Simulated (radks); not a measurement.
Problem. These are the eigenvalues of the occupied orbitals of an atom or ion with whole-number occupations (eV). Calculated with a radial shooting solver on a logarithmic mesh with Libxc functionals: non-relativistic Kohn-Sham, LDA (Slater exchange, Perdew-Wang correlation), spin-polarised, spherical densities, point nucleus.

1s: -8737.711
2s: -1046.234
2p: -919.4507
3s: -119.0176
3p: -79.6328
3d: -14.0997

Which element is it, and in what charge state? The configuration may be excited. Open shells, if any, are filled with parallel spins first.

Solution. Z = 29, copper, charge +1: Cu+ in [Ar] 3d10. The list shows which subshells hold electrons but not how many an open one holds; the 1s level, -321.1 hartree, gives Z - s = 25.3 by -(Z - s)^2/2, which with screening narrows Z to a few neighbours, and the depths of the outer levels then fix element, charge and occupations together.
